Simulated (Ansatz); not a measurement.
Reaction (homolysis of the C–Si bond): `N[SiH2]C(=O)O` → `O=[C]O`• + `N[SiH2]`•

Computed with Ansatz on PBE0-D4/def2-TZVP structures; ΔE is electronic, products minus reactants. CBS: MP2 limit from def2 TZ/QZ plus the TZ coupled-cluster correction, frozen cores. This one scheme is used for every species. DFT in def2-TZVPP. No spin–orbit coupling; open shells (•) take unrestricted orbitals. One conformer a species, not always the lowest.

`N[SiH2]C(=O)O`:

Z-matrix (Å, degrees):
```
Si
C 1 1.927
N 1 1.708 2 118.0
H 1 1.481 2 104.1 3 -121.3
H 1 1.481 2 104.0 3 121.2
O 2 1.347 1 116.1 3 -0.2
O 2 1.204 1 121.7 3 179.8
H 3 1.007 1 120.3 2 72.5
H 3 1.007 1 120.3 2 -72.6
H 6 0.972 2 106.8 1 -180.0
```

`O=[C]O`•:

Z-matrix (Å, degrees):
```
C
O 1 1.179
O 1 1.316 2 130.9
H 3 0.976 1 109.3 2 0.0
```

`N[SiH2]`•:

```xyz
6

N     0.165   -0.217   -0.812
Si    0.049    0.015    0.894
H     0.973    0.122   -1.310
H    -0.184   -1.066   -1.228
H     0.354    1.451    1.167
H    -1.356   -0.305    1.289
```

```csv
species,PBE energy (Eh)
`N[SiH2]C(=O)O`,-535.54250
`O=[C]O`•,-188.98495
`N[SiH2]`•,-346.43082
```

Task: Work out ΔE.

Result: ΔE = (-188.98495) + (-346.43082) − (-535.54250) = 0.12673 Eh = +332.7 kJ/mol. CCSD(T)/CBS gives +368.8 kJ/mol.

Largest T1 diagnostic among the species: 0.022.

From PBE to PBE0 (25 % exact exchange), in def2-TZVPP and without D4, ΔE moves by +7.4 kJ/mol. The D4 term adds +11.8 kJ/mol with B3LYP and +6.5 kJ/mol with PBE0; it sums over pairs of atoms, weighted by their polarisabilities, and B3LYP, whose exchange is more repulsive, gets the larger term.

B3LYP here is the variant with VWN-RPA as its local correlation; programs differ in this.
